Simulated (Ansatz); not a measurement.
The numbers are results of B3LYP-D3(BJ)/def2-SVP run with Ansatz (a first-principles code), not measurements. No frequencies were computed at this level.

Ansatz 0.2 input:
```yaml
crystal:
  periodic: [false, false, false]
  atoms:
    - { symbol: B, position_ang: [-1.977057, -2.012524, -0.700804] }
    - { symbol: C, position_ang: [-1.362619, -0.654047, -0.278851] }
    - { symbol: C, position_ang: [-2.175073, 0.439848, -0.027579] }
    - { symbol: C, position_ang: [-1.67885, 1.688438, 0.359615] }
    - { symbol: C, position_ang: [-0.328648, 1.848812, 0.499743] }
    - { symbol: F, position_ang: [0.16531, 3.04774, 0.873676] }
    - { symbol: C, position_ang: [0.576467, 0.795094, 0.2645] }
    - { symbol: C, position_ang: [1.973477, 0.933306, 0.399491] }
    - { symbol: C, position_ang: [2.771795, -0.148145, 0.147728] }
    - { symbol: C, position_ang: [2.155285, -1.352512, -0.235353] }
    - { symbol: N, position_ang: [0.86868, -1.507065, -0.366876] }
    - { symbol: C, position_ang: [0.048034, -0.468737, -0.129287] }
    - { symbol: H, position_ang: [-1.296858, -2.935319, -0.905619] }
    - { symbol: H, position_ang: [-3.139005, -2.091474, -0.806704] }
    - { symbol: H, position_ang: [-3.244118, 0.32978, -0.133761] }
    - { symbol: H, position_ang: [-2.341923, 2.51864, 0.547467] }
    - { symbol: H, position_ang: [2.383984, 1.887569, 0.697891] }
    - { symbol: H, position_ang: [3.845172, -0.089756, 0.237412] }
    - { symbol: H, position_ang: [2.755948, -2.229649, -0.442688] }
basis:
  gaussian: { orbitals: def2-svp }
hamiltonian:
  xc: b3lyp
  dispersion: d3bj
relax:
  max_steps: 150
```

Output:

```
Functional definition: B3LYP
2363 factors; integrals over basis functions are off by at most 4.0e-4 eV
mean field evaluation 1: about -14309.0972 eV, gradient 6.1e1 eV
mean field evaluation 2: about -14305.5193 eV, gradient 7.2e1 eV
mean field evaluation 4: about -14318.9084 eV, gradient 6.2e0 eV
mean field evaluation 8: about -14319.0982 eV, gradient 8.0e-1 eV
mean field evaluation 16: about -14319.0998 eV, gradient 3.3e-4 eV
mean field -14319.09975591 eV, -526.2172101954 hartree, gradient 5.0e-5 eV, S^2 0.000000; 0 other end points of the search recorded, 0 dependent functions left out
reference -14319.10005868 eV, -526.2172213219 hartree; 41, 41 occupied and 162, 162 virtual orbitals, 2363 factors
relax step   1: F+E_penalty+E_count = -14320.18184199 eV  Δ(F+E_penalty+E_count) = +0.000e0 eV  max|allowed force component| = 9.819e-1 eV/Å  Δτ_max = 0.0000 Å  (31 SCF iters, accepted)
these checks for a lower state are left out or cut short: starts, cluster_reference, orbital_swaps, neighbouring_geometries, increment
2363 factors; integrals over basis functions are off by at most 4.6e-4 eV
mean field -14319.19063596 eV, -526.2205499756 hartree, gradient 1.3e-5 eV, S^2 0.000000; 0 other end points of the search recorded, 0 dependent functions left out
reference -14319.19094241 eV, -526.2205612374 hartree; 41, 41 occupied and 162, 162 virtual orbitals, 2363 factors
relax step   2: F+E_penalty+E_count = -14320.26810282 eV  Δ(F+E_penalty+E_count) = -8.626e-2 eV  max|allowed force component| = 3.275e-1 eV/Å  Δτ_max = 0.0593 Å  (34 SCF iters, accepted)
these checks for a lower state are left out or cut short: starts, cluster_reference, orbital_swaps, neighbouring_geometries, increment
2363 factors; integrals over basis functions are off by at most 4.8e-4 eV
mean field evaluation 32: about -14319.2011 eV, gradient 3.7e-4 eV
mean field -14319.20107214 eV, -526.2209334981 hartree, gradient 1.3e-5 eV, S^2 0.000000; 0 other end points of the search recorded, 0 dependent functions left out
reference -14319.20138002 eV, -526.2209448126 hartree; 41, 41 occupied and 162, 162 virtual orbitals, 2363 factors
relax step   3: F+E_penalty+E_count = -14320.27684659 eV  Δ(F+E_penalty+E_count) = -8.744e-3 eV  max|allowed force component| = 6.259e-2 eV/Å  Δτ_max = 0.0347 Å  (34 SCF iters, accepted)
these checks for a lower state are left out or cut short: starts, cluster_reference, orbital_swaps, neighbouring_geometries, increment
2363 factors; integrals over basis functions are off by at most 4.8e-4 eV
mean field -14319.20107879 eV, -526.2209337424 hartree, gradient 1.3e-5 eV, S^2 0.000000; 0 other end points of the search recorded, 0 dependent functions left out
reference -14319.20138665 eV, -526.2209450561 hartree; 41, 41 occupied and 162, 162 virtual orbitals, 2363 factors
relax step   4: F+E_penalty+E_count = -14320.27689970 eV  Δ(F+E_penalty+E_count) = -5.311e-5 eV  max|allowed force component| = 5.079e-2 eV/Å  Δτ_max = 0.0040 Å  (26 SCF iters, accepted)
these checks for a lower state are left out or cut short: starts, cluster_reference, orbital_swaps, neighbouring_geometries, increment
2363 factors; integrals over basis functions are off by at most 4.8e-4 eV
mean field -14319.20064223 eV, -526.2209176993 hartree, gradient 1.1e-5 eV, S^2 0.000000; 0 other end points of the search recorded, 0 dependent functions left out
reference -14319.20095020 eV, -526.2209290169 hartree; 41, 41 occupied and 162, 162 virtual orbitals, 2363 factors
relax step   5: F+E_penalty+E_count = -14320.27641995 eV  Δ(F+E_penalty+E_count) = +4.798e-4 eV  max|allowed force component| = 1.249e-1 eV/Å  Δτ_max = 0.0103 Å  (28 SCF iters, rejected (line search))
these checks for a lower state are left out or cut short: starts, cluster_reference, orbital_swaps, neighbouring_geometries, increment
2363 factors; integrals over basis functions are off by at most 4.8e-4 eV
mean field -14319.20123629 eV, -526.2209395305 hartree, gradient 2.3e-5 eV, S^2 0.000000; 0 other end points of the search recorded, 0 dependent functions left out
reference -14319.20154419 eV, -526.2209508456 hartree; 41, 41 occupied and 162, 162 virtual orbitals, 2363 factors
relax step   6: F+E_penalty+E_count = -14320.27710878 eV  Δ(F+E_penalty+E_count) = -2.091e-4 eV  max|allowed force component| = 5.651e-3 eV/Å  Δτ_max = 0.0051 Å  (26 SCF iters, accepted)
2363 factors; integrals over basis functions are off by at most 4.8e-4 eV
mean field evaluation 64: about -14319.2012 eV, gradient 1.1e-1 eV
mean field -14319.20123629 eV, -526.2209395305 hartree, gradient 2.3e-5 eV, S^2 0.000000; 1 other end points of the search recorded, 0 dependent functions left out
reference -14319.20154419 eV, -526.2209508456 hartree; 41, 41 occupied and 162, 162 virtual orbitals, 2363 factors
Total energy: -14320.27741669 eV, -526.2604884306 hartree
Atom 0 at    -2.009566    -2.005056    -0.702083 Å, force     0.001544    -0.000450     0.000834 eV/Å
Atom 1 at    -1.364321    -0.668856    -0.283221 Å, force     0.001194    -0.000890     0.002564 eV/Å
Atom 2 at    -2.186617     0.431827    -0.029271 Å, force    -0.000044    -0.000343    -0.001167 eV/Å
Atom 3 at    -1.690942     1.693380     0.360901 Å, force     0.000744     0.000979     0.000911 eV/Å
Atom 4 at    -0.331904     1.849001     0.498426 Å, force     0.001306     0.000246    -0.000313 eV/Å
Atom 5 at     0.168000     3.033876     0.867786 Å, force    -0.000873    -0.001247    -0.001389 eV/Å
Atom 6 at     0.583101     0.790254     0.262212 Å, force    -0.001966    -0.000017     0.000955 eV/Å
Atom 7 at     1.984656     0.947557     0.403012 Å, force     0.000044    -0.001692     0.001539 eV/Å
Atom 8 at     2.797599    -0.134468     0.153955 Å, force     0.001102     0.001231    -0.000597 eV/Å
Atom 9 at     2.192273    -1.357620    -0.232895 Å, force     0.004691     0.000040     0.001249 eV/Å
Atom 10 at     0.896299    -1.529146    -0.370549 Å, force     0.005651    -0.004225    -0.001246 eV/Å
Atom 11 at     0.060407    -0.485864    -0.133685 Å, force    -0.004300     0.004316    -0.000235 eV/Å
Atom 12 at    -1.365011    -2.991105    -0.931039 Å, force    -0.002250    -0.000180    -0.001412 eV/Å
Atom 13 at    -3.214267    -2.042531    -0.797428 Å, force    -0.000528    -0.000081    -0.000305 eV/Å
Atom 14 at    -3.267068     0.310683    -0.137492 Å, force     0.000589     0.000499    -0.000532 eV/Å
Atom 15 at    -2.352284     2.539238     0.554266 Å, force    -0.000786     0.000307     0.000279 eV/Å
Atom 16 at     2.389836     1.915002     0.704064 Å, force     0.000058    -0.000724    -0.000740 eV/Å
Atom 17 at     3.883064    -0.066126     0.248244 Å, force    -0.001069    -0.000191    -0.000532 eV/Å
Atom 18 at     2.826745    -2.230046    -0.435203 Å, force    -0.005107     0.002424     0.000138 eV/Å
Dipole moment:     0.273947     0.431658     0.140411 e Å
```

Cost: about 3 core-minutes (a rough figure).
